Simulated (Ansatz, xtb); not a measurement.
# Two isomers of C4H6N2S

Structure I is `Cc1cn(S)cn1`, a singlet and structure II is `Cc1cncn1S`, a singlet. Both are isolated molecules in the gas phase, relaxed with r2SCAN-D4/def2-SVP; the shapes shown needn't be the lowest conformers.

I (Å):

```xyz
13

C     1.6604   -1.4887    0.3901
C     0.5967   -0.5371   -0.0405
C     0.7282    0.7548   -0.5001
C    -1.4061    0.1432   -0.4504
N    -0.5671    1.1894   -0.7569
N    -0.7382   -0.8955   -0.0188
S    -1.0249    2.7098   -1.4065
H     2.6595   -1.0388    0.3027
H     1.6345   -2.4040   -0.2229
H     1.5066   -1.7985    1.4363
H     1.5851    1.4019   -0.6741
H    -1.1361    3.3754   -0.2272
H    -2.4869    0.2298   -0.5745
```

II (Å):

```yaml
atoms:
  - { symbol: C, position_ang: [1.0486, -1.2184, 0.5262] }
  - { symbol: C, position_ang: [0.6947, 0.0905, -0.0783] }
  - { symbol: C, position_ang: [1.4530, 1.1530, -0.5192] }
  - { symbol: C, position_ang: [-0.5691, 1.7517, -0.8834] }
  - { symbol: N, position_ang: [0.6625, 2.1678, -1.0103] }
  - { symbol: N, position_ang: [-0.6202, 0.4886, -0.3266] }
  - { symbol: S, position_ang: [-2.0450, -0.3811, 0.0672] }
  - { symbol: H, position_ang: [2.1407, -1.2928, 0.6209] }
  - { symbol: H, position_ang: [0.7013, -2.0670, -0.0871] }
  - { symbol: H, position_ang: [0.6069, -1.3424, 1.5290] }
  - { symbol: H, position_ang: [2.5409, 1.2339, -0.5036] }
  - { symbol: H, position_ang: [-1.4812, 2.2835, -1.1593] }
  - { symbol: H, position_ang: [-2.1360, -1.0998, -1.0825] }
```

Quicker runs give these differences E(II) − E(I): GFN2-xTB −2.52 kJ/mol; HF/STO-3G −3.15 kJ/mol (at GFN2-xTB geometries); r2SCAN-D4/def2-SVP//GFN2-xTB −1.10 kJ/mol.

Question: Estimate E(II) − E(I) at the level CCSD(T)/def2-SVP + ΔMP2/def2-TZVPP.

Answer: CCSD(T)/def2-SVP + ΔMP2/def2-TZVPP gives E(II) − E(I) = +0.34 kJ/mol, slightly favouring structure I, which is too small a margin to settle the true order.

Level by level:

```json
{"level": "GFN2-xTB", "geometry": "GFN2-xTB", "E(II) − E(I) (kJ/mol)": "−2.52", "departure from the last row (kJ/mol)": "−2.86", "job, with rough time for the two": "optimisation, 0.14 s"}
{"level": "HF/STO-3G", "geometry": "GFN2-xTB", "E(II) − E(I) (kJ/mol)": "−3.15", "departure from the last row (kJ/mol)": "−3.49", "job, with rough time for the two": "single point, 0.58 s"}
{"level": "r2SCAN-D4/def2-SVP//GFN2-xTB", "geometry": "GFN2-xTB", "E(II) − E(I) (kJ/mol)": "−1.10", "departure from the last row (kJ/mol)": "−1.44", "job, with rough time for the two": "single point, 3.9 s"}
{"level": "r2SCAN-D4/def2-SVP", "geometry": "r2SCAN-D4/def2-SVP", "E(II) − E(I) (kJ/mol)": "−1.74", "departure from the last row (kJ/mol)": "−2.09", "job, with rough time for the two": "optimisation, 32 s"}
{"level": "HF/def2-SVP", "geometry": "r2SCAN-D4/def2-SVP", "E(II) − E(I) (kJ/mol)": "+2.02", "departure from the last row (kJ/mol)": "+1.68", "job, with rough time for the two": "part of the CCSD(T) run"}
{"level": "MP2/def2-SVP", "geometry": "r2SCAN-D4/def2-SVP", "E(II) − E(I) (kJ/mol)": "−0.98", "departure from the last row (kJ/mol)": "−1.32", "job, with rough time for the two": "part of the CCSD(T) run"}
{"level": "CCSD(T)/def2-SVP", "geometry": "r2SCAN-D4/def2-SVP", "E(II) − E(I) (kJ/mol)": "−0.17", "departure from the last row (kJ/mol)": "−0.51", "job, with rough time for the two": "single point"}
{"level": "CCSD(T)/def2-SVP + ΔMP2/def2-TZVPP", "geometry": "r2SCAN-D4/def2-SVP", "E(II) − E(I) (kJ/mol)": "+0.34", "departure from the last row (kJ/mol)": "", "job, with rough time for the two": "single point, 64 s"}
```

As drawn, both hold the same kinds of bond in the same numbers.

The largest departure from CCSD(T)/def2-SVP + ΔMP2/def2-TZVPP is that of HF/STO-3G, 3.49 kJ/mol. The last row adds to CCSD(T) the change of the MP2 difference between the two basis sets, here +0.51 kJ/mol.

With thermal terms from frequencies at re-optimised GFN2-xTB minima (ideal gas, soft modes damped towards free rotors, one conformer each, 298.15 K, 1 atm): on the last row, ΔE + ΔZPE = +0.94, ΔH = +0.62, ΔG = +1.63 kJ/mol.

The correlated steps freeze 11 core orbitals. Run with Ansatz 0.2.0, xtb 6.7.1; the last row on 2 threads of Intel(R) Xeon(R) Platinum 8488C (Sapphire Rapids) on a shared host.
